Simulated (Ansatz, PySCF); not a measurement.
Molecule: sum formula SiHBr, charge 0, multiplicity 1. 
Coordinates optimised at B3LYP-D3(BJ)/def2-TZVP (Ansatz, a program for electronic structure):
```xyz
3

Si    -0.8792    -0.7820     1.0617
H     -1.8991    -1.2190     0.0169
Br     0.4059     0.3476    -0.4252
```
Charge 0, spin multiplicity 1.

Quantity: vertical ionisation energy (to the doublet state of charge +1; each state is the SCF solution reached for its spin; for the singlet the Hartree-Fock reference is unstable and T1 is 0.015), in eV. Correlated levels leave the core frozen unless marked. UHF or UKS for open shells. No spin-orbit coupling. The frozen core is the preceding noble-gas configuration, with the filled d and f shells of earlier blocks. Non-relativistic. CBS(X,Y): correlation extrapolated as X^-3; Hartree-Fock from the larger set.

```json
[
 {"level": "PBE/def2-TZVPD", "program": "Ansatz", "vertical ionisation energy (eV)": "9.08"},
 {"level": "PBE0/def2-TZVPD", "program": "Ansatz", "vertical ionisation energy (eV)": "9.24"},
 {"level": "BHLYP/def2-TZVPD", "program": "Ansatz", "vertical ionisation energy (eV)": "9.30"},
 {"level": "M06-2X/def2-TZVPD", "program": "PySCF", "vertical ionisation energy (eV)": "…"},
 {"level": "CAM-B3LYP/def2-TZVPD", "program": "Ansatz", "vertical ionisation energy (eV)": "…"},
 {"level": "wB97M-V/def2-TZVPD", "program": "Ansatz", "vertical ionisation energy (eV)": "9.40"},
 {"level": "wB97X-V/def2-TZVPD", "program": "Ansatz", "vertical ionisation energy (eV)": "9.40"},
 {"level": "B2PLYP/def2-TZVPD", "program": "Ansatz", "vertical ionisation energy (eV)": "9.24"},
 {"level": "CCSD/def2-SVPD", "program": "Ansatz", "vertical ionisation energy (eV)": "9.30"},
 {"level": "CCSD/def2-QZVPPD", "program": "Ansatz", "vertical ionisation energy (eV)": "…"},
 {"level": "CCSD(T)/CBS(def2-TZVPPD,def2-QZVPPD)", "program": "Ansatz", "vertical ionisation energy (eV)": "…"}
]
```

**Question.** Some entries are withheld; supply them.

**Answer.** 
- M06-2X/def2-TZVPD, vertical ionisation energy (eV): 9.39
- CAM-B3LYP/def2-TZVPD, vertical ionisation energy (eV): 9.38
- CCSD/def2-QZVPPD, vertical ionisation energy (eV): 9.45
- CCSD(T)/CBS(def2-TZVPPD,def2-QZVPPD), vertical ionisation energy (eV): 9.48
